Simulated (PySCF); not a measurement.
Compound: C5H3NP2.
SMILES: `N#Cc1pcccp1`

A PySCF run (density fitting, gas phase, GFN2-xTB geometry) gave HOMO -8.99 eV, LUMO -4.77 eV, dipole 6.05 D.

Question: Which of these levels was it?
A. PBE0/STO-3G
B. PBE/6-31++G**
C. WP04/6-31++G**
D. PBE0/pcSseg-1
E. B3LYP/def2-SVPD

Answer: C. It is WP04/6-31++G**. All candidates on this geometry:

```json
{"level and settings": "PBE/6-31++G**, start guess sap, fitting basis def2-universal-jkfit", "kind": "GGA", "basis functions": "170", "SCF cycles": "21", "E (Eh)": "-929.1037", "HOMO (eV)": "-6.90", "LUMO (eV)": "-3.60", "dipole (D)": "5.98"}
{"level and settings": "WP04/6-31++G**", "kind": "global hybrid fitted to proton shifts", "basis functions": "170", "SCF cycles": "15", "E (Eh)": "-942.4725", "HOMO (eV)": "-8.99", "LUMO (eV)": "-4.77", "dipole (D)": "6.05"}
{"level and settings": "B3LYP/def2-SVPD", "kind": "global hybrid", "basis functions": "192", "SCF cycles": "15", "E (Eh)": "-929.4012", "HOMO (eV)": "-7.77", "LUMO (eV)": "-3.02", "dipole (D)": "5.99"}
{"level and settings": "PBE0/pcSseg-1", "kind": "global hybrid", "basis functions": "165", "SCF cycles": "15", "E (Eh)": "-929.1411", "HOMO (eV)": "-8.05", "LUMO (eV)": "-2.92", "dipole (D)": "5.96"}
{"level and settings": "PBE0/STO-3G", "kind": "global hybrid", "basis functions": "51", "SCF cycles": "14", "E (Eh)": "-918.4567", "HOMO (eV)": "-5.13", "LUMO (eV)": "0.70", "dipole (D)": "4.31"}
```

The nearest other candidate, by the summed differences of HOMO and LUMO, is PBE0/pcSseg-1: its HOMO differs by +0.94 eV and its LUMO by +1.85 eV. Cycle counts include a coarse-grid stage where the run had one. All basis functions are spherical, in the Pople sets too. WP04 was designed for NMR shieldings or shifts; total energies of different functionals aren't comparable.
